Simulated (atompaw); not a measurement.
## Plane-wave convergence, PAW (atompaw) potential for W

W (Z = 74), PAW, made with atompaw 4.2.0.5 (PBE, scalar-relativistic). Core [Xe] 4f14, reference 5d4 6s1.5 6p0.5. Waves: 6s (bound): rc 3.00 bohr; 6s channel at 2.5 Ry: rc 3.00 bohr; 6p (bound): rc 3.00 bohr; 6p channel at 1.5 Ry: rc 3.00 bohr; 5d (bound): rc 2.20 bohr; 5d channel at 0.05 Ry: rc 2.20 bohr. Local part: bessel scheme, radius 2.45 bohr. Core correction: smooth core density matched at 1.50 bohr. Augmentation charge: besselshape compensation charge, radius 2.15 bohr; PAW radius 3.00 bohr; waves and projectors: custom rrkj gramschmidtortho.

The pseudo-atom Hamiltonian at the reference potential is diagonalised in spherical Bessel functions j_l(qr) that vanish at 20 bohr, with q² up to the cutoff. All-electron valence levels (Ry): 6s -0.4604, 6p -0.1298, 5d -0.3835.

**Question.** How do the lowest levels (Ry) of each channel move with the cutoff, and are there ghosts?

**Answer.**

```json
{"cutoff (Ry)": "8", "s #1": "-0.4604", "p #1": "-0.1298", "p #2": "0.0285", "d #1": "-0.1716", "f #1": "0.0914", "Σ f·Δε (mRy)": "847.8"}
{"cutoff (Ry)": "12", "s #1": "-0.4604", "p #1": "-0.1298", "p #2": "0.0285", "d #1": "-0.3264", "f #1": "0.0914", "Σ f·Δε (mRy)": "228.6"}
{"cutoff (Ry)": "18", "s #1": "-0.4604", "p #1": "-0.1298", "p #2": "0.0285", "d #1": "-0.3810", "f #1": "0.0914", "Σ f·Δε (mRy)": "10.1"}
{"cutoff (Ry)": "25", "s #1": "-0.4604", "p #1": "-0.1298", "p #2": "0.0285", "d #1": "-0.3832", "f #1": "0.0914", "Σ f·Δε (mRy)": "1.5"}
{"cutoff (Ry)": "35", "s #1": "-0.4604", "p #1": "-0.1298", "p #2": "0.0285", "d #1": "-0.3835", "f #1": "0.0914", "Σ f·Δε (mRy)": "0.3"}
{"cutoff (Ry)": "45", "s #1": "-0.4604", "p #1": "-0.1298", "p #2": "0.0285", "d #1": "-0.3835", "f #1": "0.0914", "Σ f·Δε (mRy)": "0.2"}
{"cutoff (Ry)": "400", "s #1": "-0.4604", "p #1": "-0.1298", "p #2": "0.0285", "d #1": "-0.3836", "f #1": "0.0914", "Σ f·Δε (mRy)": "0.0"}
```

Result: no extra level below or beside the all-electron valence levels (s, p, d, f tested); 10 mRy is reached at 21 Ry and 1 mRy at 35 Ry.
